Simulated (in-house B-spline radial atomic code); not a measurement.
Ionisation energies along the 29-electron series, configuration [Ar] 3d10 4s1, as differences of self-consistent energies. NIST's values go from ground level to ground level; the uncertainty of those that are theory runs from under 0.1 % in few-electron ions to several per cent in heavy many-electron ones. Computed with a radial B-spline atomic code at the basis-set limit: non-relativistic Hartree-Fock, average of the configuration, point nuclei.

This level leaves out relativity, spin-orbit splitting included, which matters for heavy ions.

```tsv
ion	configuration after	ionisation energy (eV)	IE/(q+1)² (eV)	-ε less Coulomb ΔSCF (eV)	tabulated value (eV)	computed minus tabulated (eV)
Pd17+	[Ar] 3d10	446.3	1.3773	0.12751	457.5	-11.2
Ag18+	[Ar] 3d10	488.2	1.3524	0.12914	500.87	-12.7
Cd19+	[Ar] 3d10	531.9	1.3298	0.13069	546.19	-14.3
In20+	[Ar] 3d10	577.3	1.3091	0.13216	593.38	-16.1
Sn21+	[Ar] 3d10	624.5	1.2902	0.13355	642.35	-17.9
Sb22+	[Ar] 3d10	673.3	1.2728	0.13489	693.26	-19.9
Te23+	[Ar] 3d10	723.9	1.2568	0.13615	746.12	-22.2
I24+	[Ar] 3d10	776.2	1.242	0.13736	800.8	-24.6
Xe25+	[Ar] 3d10	830.2	1.2282	0.13852	857	-26.8
Cs26+	[Ar] 3d10	886.0	1.2153	0.13963	916.1	-30.1
Ba27+	[Ar] 3d10	943.4	1.2034	0.14069	976.62	-33.2
La28+	[Ar] 3d10	1002.6	1.1922	0.14171	1039.09	-36.5
Ce29+	[Ar] 3d10	1063.5	1.1817	0.14269	1103.5	-40.0
Pr30+	[Ar] 3d10	1126.1	1.1718	0.14363	1169.9	-43.8
```

Q: How far is this level of theory from the measured and semi-empirical values?

A: Over those 14 rows the differences run from -43.8 to -11.2 eV (mean absolute value 25 eV). The calculation leaves out relativity, correlation and, in open shells, the multiplet splittings that an average leaves out.
